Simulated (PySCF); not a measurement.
Input for PySCF: D3(BJ) and D4 dispersion corrections on H5InSi (SMILES [SiH3][InH2]), a point of a torsion scan.

```python
from pyscf import gto
from pyscf.dispersion import dftd3, dftd4

mol = gto.M(
    atom='''
    Si   -1.18619161   -0.08344039   -0.01028054
    In    1.39134503    0.16426652   -0.08958587
    H    -1.79774877    0.55035758   -1.19269113
    H    -1.58988382   -1.50142778    0.00491171
    H    -1.75109263    0.55685724    1.19169770
    H     2.34306978    0.96892982   -1.35590955
    H     2.56626440   -0.43107759    1.10315570
    ''',
    basis='def2-svp',
    charge=0, spin=0, verbose=0, max_memory=1800)
d3, d4 = {}, {}
for xc in ['hf', 'pbe', 'blyp', 'revpbe', 'tpss', 'r2scan', 'b3lyp', 'pbe0', 'bhlyp', 'camb3lyp', 'b2plyp']:
    d3[xc] = float(dftd3.DFTD3Dispersion(mol, xc=xc, version='d3bj', atm=False).get_dispersion()['energy'])
    print(f'D3(BJ) {xc:10s} {d3[xc]:14.8f} Eh')
for xc in ['hf', 'pbe', 'blyp', 'revpbe', 'tpss', 'r2scan', 'b3lyp', 'pbe0', 'bhlyp', 'camb3lyp', 'b2plyp']:
    d4[xc] = float(dftd4.DFTD4Dispersion(mol, xc={'camb3lyp': 'cam-b3lyp'}.get(xc, xc), atm=True).get_dispersion()['energy'])
    print(f'D4     {xc:10s} {d4[xc]:14.8f} Eh')
```

Program output:

```
D3(BJ) hf            -0.03479697 Eh
D3(BJ) pbe           -0.00395473 Eh
D3(BJ) blyp          -0.00919420 Eh
D3(BJ) revpbe        -0.00920319 Eh
D3(BJ) tpss          -0.00522694 Eh
D3(BJ) r2scan        -0.00110375 Eh
D3(BJ) b3lyp         -0.00774403 Eh
D3(BJ) pbe0          -0.00368940 Eh
D3(BJ) bhlyp         -0.00704209 Eh
D3(BJ) camb3lyp      -0.00382970 Eh
D3(BJ) b2plyp        -0.00414349 Eh
D4     hf            -0.01316421 Eh
D4     pbe           -0.00405880 Eh
D4     blyp          -0.00864405 Eh
D4     revpbe        -0.01051662 Eh
D4     tpss          -0.00540909 Eh
D4     r2scan        -0.00092143 Eh
D4     b3lyp         -0.00663253 Eh
D4     pbe0          -0.00345633 Eh
D4     bhlyp         -0.00604674 Eh
D4     camb3lyp      -0.00359291 Eh
D4     b2plyp        -0.00279355 Eh
```

The run finished.

Cost: roughly 0.03 core-seconds.
